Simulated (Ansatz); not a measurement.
A nudged elastic band was laid between two geometries of FH2InO (5 atoms, charge 0, multiplicity 1).

Theory: Ansatz 0.2.0, RKS r2SCAN-D4/def2-SVP.

```yaml
movable_images: 7
climbing_image: yes
spring: 5.0 eV/Å²
optimiser: quadratic models (default)
start_path: IDPP
force_threshold: 0.03 eV/Å
iteration_limit: 53
end_points: relaxed
```

Image 0:

```xyz
5
Properties=species:S:1:pos:R:3
O -1.299 -0.358 -0.585
In 0.481 0.042 0.211
F 1.199 -1.661 0.857
H -1.724 0.440 -0.931
H 1.392 1.464 0.407
```

Image 8:

```xyz
5
Properties=species:S:1:pos:R:3
O -1.295 0.245 -0.689
In 0.497 0.297 0.175
F 0.935 -1.545 0.708
H -1.629 -0.665 -0.693
H 1.542 1.595 0.458
```

(1) Which bonds break or form, and what moves?

(2) What energy profile does the band end with?

(3) What is the geometry of the highest image?

(4) What are the harmonic wavenumbers there?

## Answers

(1) No bond is made or broken. The dihedral H4–O1–In2–F3 goes from -180 to 0°.

(2) The forces met the threshold. The highest image is number 4 of 0 to 8, 0.112 eV above the first end and 0.194 eV above the last; the last end lies 0.081 eV below the first. A vibrational analysis at the climbing image gives one clearly imaginary mode, 336i cm⁻¹: a first-order saddle point.

| image | path coordinate (Å) | energy (eV) | dihedral H4–O1–In2–F3 (°) |
| --- | --- | --- | --- |
| 0 | 0.00 | 0.000 | -180 |
| 1 | 0.21 | 0.016 | -160 |
| 2 | 0.41 | 0.055 | -140 |
| 3 | 0.62 | 0.095 | -120 |
| 4 | 0.83 | 0.112 | -99 |
| 5 | 1.09 | 0.083 | -72 |
| 6 | 1.35 | 0.013 | -45 |
| 7 | 1.61 | -0.054 | -20 |
| 8 | 1.87 | -0.081 | 0 |

(3) 
```xyz
5
Properties=species:S:1:pos:R:3
O -1.459 0.074 -0.190
In 0.490 0.109 0.225
F 1.093 -1.715 0.633
H -1.670 0.074 -1.134
H 1.596 1.385 0.425
```

(4) 336i, 154, 384, 428, 595, 606, 729, 1856, 3851 cm⁻¹.

Time of the run: 3.7 min on 1 CPU thread of a shared host.
